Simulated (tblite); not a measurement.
Species: C6H7OS (doublet state).
Geometry (GFN2-xTB, Å), atoms numbered from 1 in this order:
```
atom  x, y, z in Å
C1     2.8552    0.0630   -0.3780
C2     1.8008   -0.3900   -0.7331
C3     0.5672   -0.9765   -1.1939
O4     0.4154   -1.3848   -2.3188
C5    -0.4833   -1.1235   -0.1061
C6    -0.7417    0.1640    0.6733
C7    -1.3512    1.2482   -0.2092
S8    -0.2030    1.8381   -1.4645
H9     3.7705    0.4711   -0.0620
H10   -1.4044   -1.4858   -0.5685
H11   -0.1167   -1.8902    0.5829
H12   -1.4368   -0.0455    1.4904
H13    0.1937    0.5301    1.1025
H14   -2.2339    0.8749   -0.7319
H15   -1.6363    2.1151    0.3891
```

Computed values, GFN2-xTB/tblite, gas phase, harmonic and unscaled. Errors from tens to a few hundred cm⁻¹ against measured bands are possible. One conformer, not necessarily the lowest. Open shells enter through the occupations alone, without spin polarisation, and single modes of such species can be off by tens of per cent.

Harmonic wavenumbers (cm⁻¹): 56.7, 64.9, 83.6, 125.1, 197.1, 249.9, 282.6, 395.8, 454.3, 539.8, 594.9, 674.8, 691.4, 709.1, 758.5, 813.4, 894.3, 934.4, 1006.1, 1039.4, 1115.5, 1139.7, 1179.1, 1193.5, 1250.1, 1307.6, 1331.1, 1414.2, 1446.1, 1466.8, 1730.6, 2231.2, 2958.9, 2960.0, 2964.3, 2971.7, 2984.8, 2993.4, 3375.1.

A = 2107, B = 1443, C = 1282 MHz; mass 127.022 u (most abundant isotopes); point group C1, symmetry number 1; spin multiplicity 2.

Task: Zero-point energy?

Result: Half the sum of the wavenumbers: 24290 cm⁻¹ = 69.45 kcal/mol.

Task: What is S at 350 K and 1 bar for an ideal gas of classical rigid rotors and harmonic oscillators?

Result: Translation 41.25, rotation 29.28, vibration 30.45, spin (R ln 2) 1.38: S = 102.4 cal/(mol K).

Task: And Cp and H(350 K) − H(0)?

Result: Cp = 37.45 cal/(mol K), of which vibrations give 29.50 (their classical limit is 39 R = 77.5); H(350 K) − H(0) = 8.18 kcal/mol without the zero-point energy, 5.40 from vibrations.

Task: How do the functions run with temperature in this model?

Result: 
```json
{"T (K)": "150", "S (cal/(mol K))": "78.3", "Cp (cal/(mol K))": "21.6", "H − H(0) (kcal/mol)": "2.28", "G − H(0) (kcal/mol)": "-9.47", "ln q(vib)": "2.97"}
{"T (K)": "250", "S (cal/(mol K))": "91.2", "Cp (cal/(mol K))": "29.5", "H − H(0) (kcal/mol)": "4.83", "G − H(0) (kcal/mol)": "-17.96", "ln q(vib)": "5.32"}
{"T (K)": "298.15", "S (cal/(mol K))": "96.7", "Cp (cal/(mol K))": "33.4", "H − H(0) (kcal/mol)": "6.34", "G − H(0) (kcal/mol)": "-22.49", "ln q(vib)": "6.41"}
{"T (K)": "400", "S (cal/(mol K))": "107.6", "Cp (cal/(mol K))": "41.1", "H − H(0) (kcal/mol)": "10.14", "G − H(0) (kcal/mol)": "-32.90", "ln q(vib)": "8.67"}
{"T (K)": "600", "S (cal/(mol K))": "126.6", "Cp (cal/(mol K))": "52.5", "H − H(0) (kcal/mol)": "19.58", "G − H(0) (kcal/mol)": "-56.37", "ln q(vib)": "12.93"}
{"T (K)": "900", "S (cal/(mol K))": "150.1", "Cp (cal/(mol K))": "63.3", "H − H(0) (kcal/mol)": "37.10", "G − H(0) (kcal/mol)": "-98.00", "ln q(vib)": "18.83"}
```

q(vib) and H(0) count from the zero-point level.

Task: What must be added to the electronic energy to get the Gibbs energy at 350 K and 1 bar?

Result: ZPE + [H(350 K) − H(0)] − T·S = 69.45 + 8.18 − 35.83 = 41.80 kcal/mol.

Task: Blend soft modes into free rotors: weight 1/[1 + (100 cm⁻¹/ν̃)⁴] for the oscillator and the rest for a rotor with moment μB/(μ + B), μ = h/(8π²ν), B = 10⁻⁴⁴ kg m². What vibrational entropy results?

Result: 27.49 cal/(mol K) in place of 30.45, which changes −T·S at 350 K by +1.04 kcal/mol.

Task: Which modes carry the vibrational entropy at 350 K?

Result: 56.7 cm⁻¹: 4.89; 64.9 cm⁻¹: 4.62; 83.6 cm⁻¹: 4.12; 125.1 cm⁻¹: 3.33; 197.1 cm⁻¹: 2.46; 249.9 cm⁻¹: 2.02 cal/(mol K); the other 33 give 9.02 together.

Hindered rotation and anharmonicity are outside this model. Other conformers, if any are populated, would add a mixing term that is left out. The structure is chiral; the term R ln 2 for an equal mix with its mirror image is left out.

The run took 0.42 s of wall time on an Arm Neoverse V2 with one thread, no GPU, shared host with 96 logical CPUs at a one-minute load of 51. The figure is for the frequency step alone.
